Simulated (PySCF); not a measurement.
# Electron correlation in Ni²⁺ (nickel, charge +2)

[Ar] 3d8, high-spin 3F determinant. Calculation: PySCF 2.14, in def2-TZVPPD; no relativity, point nucleus. Frozen: [Ne]; 16 electrons correlated.

```json
{"level": "CCSD", "correlation energy (mhartree)": "-548.02"}
{"level": "(T)", "correlation energy (mhartree)": "-8.81"}
{"level": "CCSD(T)", "correlation energy (mhartree)": "-556.83"}
```

Diagnostics: T1 = 0.0076, D1 = 0.0148, largest double amplitude 0.017.

Is a single reference adequate?

Yes: T1 lies below 0.03 and no double amplitude reaches 0.07.

This basis was not built for core-valence correlation, so the inner-shell part is incomplete.
